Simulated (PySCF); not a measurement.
**Identify the compound**

Molecular formula: C$_{4}$H$_{11}$B$_{2}$N. Simulated spectra:

¹H NMR (400 MHz, computed): δ 5.64 (br, 4H), 4.08 (m, 1H), 2.45 (m, 2H), 1.71 (m, 2H), 1.67 (m, 1H), 1.66 (m, 1H).

¹³C{¹H} NMR (computed): δ 57.5 (CH), 35.2 (CH2), 16.0 (CH2).

Calculated, not measured (PySCF): couplings computed with B3LYP/pcJ-1 (spin–dipole term only in couplings to heteroatoms), PBE0-D3(BJ)/def2-SVP geometry, shielding tensors at PBE0/pcSseg-1 (GIAO). No solvent, one conformer, relativity neglected, rapidly exchanging positions averaged.

References, each an isolated molecule treated in the same way: ¹H, ¹³C against TMS.

Propose a structure and justify it.

Results:


3 carbon signals for 4 carbons: some carbons are equivalent by symmetry or fast rotation. Carbon types of the structure: 1 × CH, 3 × CH2, leaving 4 H on heteroatoms. δC 57.5: sp3 CH bonded to N; deshielded by the electronegative neighbour. δC 35.2, 16.0: sp3 CH2 in a ring; saturated and bonded to C and H only. δH 5.64: hydrogen on a boron bonded to N. δH 4.08: hydrogen on an sp3 CH bonded to N; its carbon carries N, which withdraws density. δH 2.45, 1.71, 1.67, 1.66: hydrogen on an sp3 CH2 in a ring.

These data were computed for SMILES BN(B)C1CCC1.

The shifts were computed for this structure.

Hydrogens on boron are broadened and split by ¹¹B (spin 3/2, 80 %) and 10B (spin 3). Multiplet labels drop couplings under 1 Hz and merge nearly equal ones. Couplings among chemically equivalent protons are left out too, so labels in AA′BB′ or AA′XX′ sets are apparent multiplicities. Unscaled 3J(H,H) at this level run about 10 % above measured values. Shifts are as computed. Against solution values, carbons near 30 ppm lie about +2 ppm off and those near 130 ppm about +5 ppm. Of 1313 compounds with measured shifts, 239 miss one by over three times the rms of a fit or turn the order of signals round; such compounds aren't used in these exercises. Vicinal couplings across rotatable single bonds and in flexible rings belong to the one computed conformer; a conformer average would change them.
